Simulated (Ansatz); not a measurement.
Program: Ansatz. Geometries: PBE0-D4/def2-TZVP. ΔE: electronic, gas phase. CCSD(T)/CBS adds triple-zeta CCSD(T) − MP2 to the extrapolated MP2 energy (def2 sets, frozen cores). Functionals use def2-TZVPP. def2 core potentials past Kr. For Br, In, Se outer-core shells are correlated without core-valence functions, which leaves a few kJ/mol of doubt a bond. Scalar relativity is left out up to krypton. Each species was taken in one conformer, which may not be the lowest.

Reaction (redistribution): `[SiH3][O][In]([SH])[Br]` + `O=C(O)[SeH]` → `[OH][In]([SH])[Br]` + `O=C([SeH])O[SiH3]`

`[SiH3][O][In]([SH])[Br]`:

Cartesian coordinates in Å:
```
Si -0.134 1.573 -0.909
O 0.427 0.138 -0.361
In -0.209 -1.219 0.912
S 1.121 -3.129 1.243
Br -2.338 -0.762 2.024
H -1.414 1.406 -1.653
H -0.373 2.527 0.210
H 0.882 2.153 -1.826
H 2.037 -2.687 0.361
```

`O=C(O)[SeH]`:

Cartesian coordinates in Å:
```
O -0.036 -0.096 1.345
C 0.148 -0.001 0.171
O 1.345 0.132 -0.412
Se -1.199 -0.008 -1.199
H 2.005 0.133 0.298
H -2.263 -0.159 -0.203
```

`[OH][In]([SH])[Br]`:

Cartesian coordinates in Å:
```
O -0.925 -1.373 0.171
In -0.101 0.379 -0.195
S 2.093 0.814 0.538
Br -1.448 2.028 -1.420
H -1.820 -1.434 -0.175
H 2.202 -0.413 1.080
```

`O=C([SeH])O[SiH3]`:

Z-matrix (Å, degrees):
```
Si
O 1 1.702
H 1 1.478 2 110.0
H 1 1.478 2 110.0 3 123.7
H 1 1.479 2 102.4 3 -118.1
C 2 1.330 1 116.9 3 -61.8
Se 6 1.917 2 113.8 1 180.0
O 6 1.197 2 124.4 1 -0.0
H 7 1.467 6 94.7 2 0.0
```

```json
{"level": "PBE-D4", "ΔE (kJ/mol)": "16.7"}
{"level": "r2SCAN", "ΔE (kJ/mol)": "20.6"}
{"level": "HF/def2-TZVPP", "ΔE (kJ/mol)": "29.4"}
{"level": "HF/def2-QZVPP", "ΔE (kJ/mol)": "29.9"}
```

**Question.** What does CCSD(T)/CBS give? (Best estimate.)

**Answer.** Computed: +21.6 kJ/mol. The listed levels differ from it by -4.9, -1.0, 7.8, 8.3 kJ/mol.

Largest T1 diagnostic among the species: 0.014.

In def2-TZVPP, CCSD(T) changes the Hartree–Fock value by −7.5 kJ/mol (the triples alone add −1.4 kJ/mol) and MP2 by −7.6 kJ/mol. From PBE to PBE0 (25 % exact exchange), in def2-TZVPP and without D4, ΔE moves by +3.8 kJ/mol.
